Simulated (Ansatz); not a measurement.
Two isomers of C2H6ClNSi: A = `N=CC([SiH3])Cl`, B = `C/C(Cl)=N\[SiH3]`.

Gas-phase electronic energies from Ansatz, PBE0-D4/def2-TZVP geometries. CCSD(T)/CBS adds triple-zeta CCSD(T) − MP2 to the extrapolated MP2 energy (def2 sets, frozen cores). Functionals use def2-TZVPP. B3LYP here is the variant with VWN-RPA as its local correlation; programs differ in this. One conformer a species, not always the lowest.

Task: Which is lower in electronic energy at CCSD(T)/CBS, and by how much? (An estimate is asked.)

Result: Ansatz gave: B, by 83.3 kJ/mol.

Task: Give E(B) − E(A) in kJ/mol with B3LYP, LDA (SPW92), CCSD/def2-TZVPP, HF/def2-TZVPP, B2PLYP, CCSD(T)/def2-TZVPP, PBE0-D4. (An estimate is asked.)

Result: Computed: B3LYP -95.7, LDA (SPW92) -97.2, CCSD/def2-TZVPP -82.1, HF/def2-TZVPP -92.2, B2PLYP -93.5, CCSD(T)/def2-TZVPP -82.4, PBE0-D4 -89.5. None reverses the order clearly.

Task: Does the order hold for the free energy at 298.15 K (harmonic terms from PBE0-D4)? (An estimate is asked.)

Result: The calculation gave: Yes: G(B) − G(A) = -84.4 kJ/mol, for one conformer each.

Largest T1 diagnostic: 0.012.

Leaving LDA and LC-ωPBE aside and taking each functional with its dispersion term where it has one, the values, not all of them listed here, spread over 11.5 kJ/mol, from B97M-V to ωB97X-V. LDA lies −5.9 kJ/mol from PBE without D4. At CCSD(T), def2-SVP lies +4.2 kJ/mol from the extrapolated value and def2-TZVPP +0.8 kJ/mol.
